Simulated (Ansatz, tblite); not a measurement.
Removing an electron: VOF3. The state is a singlet with charge 0. Geometry: PBE0-D4/def2-SVP. Ansatz, gas phase; energy differences of separate SCF runs; the oxidised species was run as a doublet alone.

```xyz
5

V     0.003    0.009   -0.010
O     0.327    1.042   -1.094
F    -1.110   -1.104   -0.648
F    -0.665    0.825    1.322
F     1.445   -0.773    0.430
```

The xTB rows come from tblite.

```tsv
level	−HOMO (eV)	vertical IE (eV)	−LUMO (eV)	HOMO–LUMO gap (eV)
GFN1-xTB	16.70	20.78	13.19	3.51
GFN2-xTB	15.06	18.83	11.35	3.72
PBE-D4/def2-TZVP	9.57	13.32	4.76	4.81
r2SCAN-D4/def2-TZVP	10.03	13.51	4.85	5.18
PBE0-D4/def2-TZVP	11.46	13.78	3.94	7.52
```

  Raw xTB energy differences between charge states are shifted by several eV; the methods need an empirical correction for them.
